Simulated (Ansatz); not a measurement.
**As2 (SMILES [As]#[As]): from total energies to a heat of formation**

As2 has 2 atoms, charge 0, and is taken as a singlet. SMILES: `[As]#[As]`. Geometry: relaxed at PBE0-D4/def2-TZVP.

```xyz
2

As    0.0000    0.0000    0.0025
As    0.0000    0.0000    2.0915
```

Total energies at B3LYP/6-31G* (Cartesian functions) (Ansatz 0.2.0); the atoms run unrestricted:

```
species    state   energy (Eh)
    As2  singlet  -4471.278025
     As  quartet  -2235.568314
```

Harmonic wavenumbers at PBE0-D4/def2-TZVP, in cm⁻¹: 467.

Measured heats of formation of the gaseous atoms at 298.15 K, in kJ/mol: As 302.5. Take 1 Eh = 2625.50 kJ/mol, 1 cm⁻¹ = 0.0119627 kJ/mol, RT = 2.479 kJ/mol.

**Question.** What heat of formation follows?

**Answer.** 
1. Electronic atomisation energy: 2 × (-2235.568314) − (-4471.278025) = 0.141397 Eh = 371.2 kJ/mol.
2. Zero-point energy: half the sum of the wavenumbers, 233.5 cm⁻¹ = 2.8 kJ/mol.
3. Thermal vibrational enthalpy, Σ hcν̃/(exp(hcν̃/kT) − 1): 0.7 kJ/mol. Translation, rotation and pV of a linear molecule: 3.5 RT = 8.7 kJ/mol.
4. The 2 free atoms carry 5/2 RT each: 12.4 kJ/mol.
5. Atomisation enthalpy at 298 K: 371.2 − 2.8 − 0.7 − 8.7 + 12.4 = 371.4 kJ/mol.
6. Sum of the atoms' heats of formation: 605.0 kJ/mol. Heat of formation: 605.0 − 371.4 = +233.6 kJ/mol.

No measured value is set beside it here. Relativity is left out. Anharmonicity and any spin-orbit splitting of the molecule are left out.
